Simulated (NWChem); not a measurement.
A series in which one site is exchanged, each optimised at PBE0/def2-SVP with NWChem, gas phase unless a solvent is named. This build's default masses of Se (78.918 u) and Br (79.917 u) are each other's, which moves their modes by up to 0.6 %. Some are not confirmed as minima by frequencies. def2 effective core potentials on I; no spin-orbit coupling.

A: C[Se]I (CH₃ISe; site = I)
B: [Se](F)C (CH$_{3}$FSe; site = F)
C: C[Se]Br (CH3BrSe; site = Br)
D: C[Se]Cl (CH3ClSe; site = Cl)

Values for A:

- dipole (D), PBE0/def2-SVP = 1.83
- orbital gap (eV), PBE0/def2-SVP = 3.83
- vertical ionisation energy, ΔSCF, PBE/def2-SVP (eV) = 8.20
- static polarisability, PBE/def2-SVPD (bohr³) = 80.7

Question: How do these values change for the other members?

Answer: 
```
change from A                                            B      C      D
---------------------------------------------------  -----  -----  -----
dipole (D), PBE0/def2-SVP                            +0.68  +0.28  +0.46
orbital gap (eV), PBE0/def2-SVP                      +1.25  +0.44  +0.76
vertical ionisation energy, ΔSCF, PBE/def2-SVP (eV)  +0.57  +0.25  +0.40
static polarisability, PBE/def2-SVPD (bohr³)         -36.9  -14.3  -22.6
```
